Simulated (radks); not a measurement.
The numbers below are computed, except where a source is named.
Charge is removed step by step from the 6s1/2 level of Sm, starting from [Xe] 4f6 6s2. Level of theory: Dirac Kohn-Sham, PBE, spin-unpolarised, spherical densities, finite nucleus; open shells are shared between the two j in proportion to 2j + 1; Fermi nuclear charge, rms radius 5.0819 fm (a radial shooting solver on a logarithmic mesh with Libxc functionals).

removed (e)  E - E(0) (eV)  eigenvalue (eV)  E minus straight line (eV)
0                    0.000           -3.583                       0.000
0.125                0.483           -4.151                      -0.260
0.25                 1.038           -4.731                      -0.449
0.375                1.666           -5.321                      -0.564
0.5                  2.369           -5.922                      -0.605
0.625                3.147           -6.532                      -0.570
0.75                 4.002           -7.151                      -0.458
0.875                4.936           -7.780                      -0.269
1                    5.948           -8.417                       0.000

Removing the whole electron costs 5.948 eV by Delta-SCF, against 3.583 eV from minus the eigenvalue at the starting occupation. Slater's transition state (half an electron removed) gives 5.922 eV. Integrating minus the eigenvalue over the occupation (Janak's theorem) gives 5.948 eV. The mean slope of the eigenvalue, de/dn, is 4.83 eV per electron. Ionisation energy of Sm in the NIST Atomic Spectra Database: 5.644 eV (measured).

Beside tabulated values, note that spin-unpolarised runs miss the spin-polarisation part of the exchange energy of open shells.
